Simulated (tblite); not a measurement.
Compound: C7H8O2S.
Geometry (GFN2-xTB, Å), atoms numbered from 1 in this order:
```
atom  x, y, z in Å
C1     3.6360   -0.0873   -0.5310
C2     2.4541    0.0235   -0.3504
C3     1.0549    0.1187   -0.1327
C4     0.4692    1.3112   -0.0689
S5    -1.2883    1.5126    0.1549
O6    -1.5454    1.8091    1.5390
O7    -1.7579    2.4521   -0.8268
C8    -1.9270   -0.1484   -0.2083
C9    -1.0554   -1.0906    0.5950
C10    0.3426   -1.1992   -0.0065
H11    4.6703   -0.1680   -0.6892
H12    1.0110    2.2357   -0.1685
H13   -1.8542   -0.3000   -1.2816
H14   -2.9669   -0.1676    0.1057
H15   -0.9898   -0.6949    1.6114
H16   -1.5038   -2.0858    0.6445
H17    0.2837   -1.6505   -1.0035
H18    0.9580   -1.8643    0.6053
```

Calculated harmonic vibrations of the isolated species, GFN2-xTB (tblite), most abundant isotopes, no scaling. This tight-binding method is rough: wavenumbers can miss measured ones by several per cent, in bad cases by 10 to 20. One conformer, not necessarily the lowest.

Harmonic wavenumbers (cm⁻¹): 69.9, 82.5, 123.5, 205.7, 238.4, 287.2, 318.3, 347.2, 364.6, 408.4, 446.3, 471.4, 491.0, 531.2, 652.3, 660.1, 672.6, 775.7, 788.0, 820.8, 831.7, 910.2, 971.3, 982.2, 1075.2, 1084.2, 1109.1, 1125.1, 1156.0, 1204.7, 1221.6, 1239.4, 1251.8, 1342.5, 1346.0, 1425.7, 1458.2, 1474.9, 1663.6, 2249.5, 2934.9, 2970.1, 2978.8, 2989.4, 3023.6, 3030.3, 3116.1, 3391.3.

A = 2197, B = 845.6, C = 704.6 MHz; mass 156.025 u (most abundant isotopes); point group C1, symmetry number 1.

**Question.** What is the zero-point energy?

**Answer.** Half the sum of the wavenumbers: 29156 cm⁻¹ = 83.36 kcal/mol.

**Question.** Give the ideal-gas entropy at 200 K and 1 bar in the rigid-rotor, harmonic-oscillator model (classical rotation).

**Answer.** Translation 39.09, rotation 28.70, vibration 16.13: S = 83.9 cal/(mol K).

**Question.** And Cp and H(200 K) − H(0)?

**Answer.** Cp = 28.81 cal/(mol K), of which vibrations give 20.87 (their classical limit is 48 R = 95.4); H(200 K) − H(0) = 3.49 kcal/mol without the zero-point energy, 1.90 from vibrations.

**Question.** Which modes carry the vibrational entropy at 200 K?

**Answer.** 69.9 cm⁻¹: 3.37; 82.5 cm⁻¹: 3.05; 123.5 cm⁻¹: 2.29; 205.7 cm⁻¹: 1.38; 238.4 cm⁻¹: 1.14; 287.2 cm⁻¹: 0.86 cal/(mol K); the other 42 give 4.03 together.

**Question.** How do the functions run with temperature in this model?

**Answer.** 
```json
{"T (K)": "50", "S (cal/(mol K))": "58.7", "Cp (cal/(mol K))": "11.8", "H − H(0) (kcal/mol)": "0.47", "G − H(0) (kcal/mol)": "-2.47", "ln q(vib)": "0.27"}
{"T (K)": "100", "S (cal/(mol K))": "68.4", "Cp (cal/(mol K))": "17.2", "H − H(0) (kcal/mol)": "1.19", "G − H(0) (kcal/mol)": "-5.66", "ln q(vib)": "1.14"}
{"T (K)": "298.15", "S (cal/(mol K))": "97.5", "Cp (cal/(mol K))": "39.7", "H − H(0) (kcal/mol)": "6.86", "G − H(0) (kcal/mol)": "-22.21", "ln q(vib)": "5.78"}
{"T (K)": "373.15", "S (cal/(mol K))": "107.2", "Cp (cal/(mol K))": "47.3", "H − H(0) (kcal/mol)": "10.13", "G − H(0) (kcal/mol)": "-29.89", "ln q(vib)": "7.70"}
{"T (K)": "500", "S (cal/(mol K))": "122.6", "Cp (cal/(mol K))": "57.8", "H − H(0) (kcal/mol)": "16.82", "G − H(0) (kcal/mol)": "-44.48", "ln q(vib)": "10.99"}
{"T (K)": "750", "S (cal/(mol K))": "148.9", "Cp (cal/(mol K))": "71.7", "H − H(0) (kcal/mol)": "33.15", "G − H(0) (kcal/mol)": "-78.52", "ln q(vib)": "17.29"}
{"T (K)": "1000", "S (cal/(mol K))": "170.8", "Cp (cal/(mol K))": "80.4", "H − H(0) (kcal/mol)": "52.24", "G − H(0) (kcal/mol)": "-118.56", "ln q(vib)": "23.12"}
```

q(vib) and H(0) count from the zero-point level.

**Question.** What must be added to the electronic energy to get the Gibbs energy at 200 K and 1 bar?

**Answer.** ZPE + [H(200 K) − H(0)] − T·S = 83.36 + 3.49 − 16.78 = 70.07 kcal/mol.

Hindered rotation and anharmonicity are outside this model. Other conformers, if any are populated, would add a mixing term that is left out. The structure is chiral; the term R ln 2 for an equal mix with its mirror image is left out.
